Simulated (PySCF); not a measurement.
**Electronic structure of Al²⁺ (aluminium, charge +2) at the UHF level**

Configuration: [Ne] 3s1, 2S determinant. Computed with PySCF 2.14 in x2c-TZVPall (5s5p2d1f, 37 functions), with the spin-free X2C one-electron Hamiltonian (Gaussian nucleus).

- Total energy: -241.459468 hartree
- One-electron energy: -327.9557 hartree
- Hartree (Coulomb) energy: 104.2398 hartree
- Exchange energy: -17.7436 hartree
- ⟨S²⟩: 0.7500
- ⟨L²⟩: 0.000
- Sum of ⟨r⟩: 7.312 bohr
- Sum of ⟨r²⟩: 9.383 bohr²
- Langevin diamagnetic susceptibility: -7.43 ×10⁻⁶ cm³/mol
- Time after the integrals: 0.08 s of wall time on 1 thread of Neoverse-V1 (shared host)

```tsv
shell	electrons	mean orbital energy (hartree)	rms radius, mean of both spins (bohr)
1s α	1	-59.39433	0.139
1s β	1	-59.38206	0.139
2s α	1	-5.68832	0.675
2s β	1	-5.66187	0.675
2p α	3	-3.97247	0.672
2p β	3	-3.96233	0.672
3s α	1	-1.03227	2.39
```

Densities and radii are taken from the X2C orbitals without a picture-change correction, which distorts them close to the nucleus.
